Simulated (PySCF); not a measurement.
SMILES [CH2]c1ccc(O)cc1, doublet (GFN2-xTB optimised geometry):

```
15

C      2.678     0.003    -0.001
C      1.302     0.000     0.000
C      0.556    -1.214     0.000
C     -0.811    -1.214     0.000
C     -1.519    -0.006     0.000
O     -2.877    -0.054    -0.001
C     -0.816     1.203     0.001
C      0.553     1.211     0.001
H      3.234     0.923    -0.002
H      3.237    -0.915    -0.002
H      1.096    -2.149     0.000
H     -1.374    -2.135     0.000
H     -3.237     0.841     0.000
H     -1.367     2.135     0.001
H      1.088     2.149     0.001
```

Method: unrestricted CAM-B3LYP/def2-TZVP (PySCF).

What are the frontier orbital energies (α orbitals alone; a β orbital can be the lowest empty one) and the dipole moment?

HOMO-2 -9.23 eV, HOMO-1 -8.94 eV, HOMO -6.09 eV, LUMO 0.73 eV, LUMO+1 1.71 eV; dipole moment 1.44 D.

On the same geometry unrestricted PBE/def2-TZVP (PySCF) gives HOMO-2 -6.58 eV, HOMO-1 -6.48 eV, HOMO -3.90 eV, LUMO -1.24 eV, LUMO+1 -0.22 eV; dipole moment 1.55 D.

Meta-Löwdin charges at CAM-B3LYP/def2-TZVP: C1 -0.28, C2 0.01, C3 -0.11, C4 -0.15, C5 0.22, O6 -0.47, C7 -0.17, C8 -0.11, H9 0.12, H10 0.12, H11 0.12, H12 0.13, H13 0.35, H14 0.11, H15 0.12.
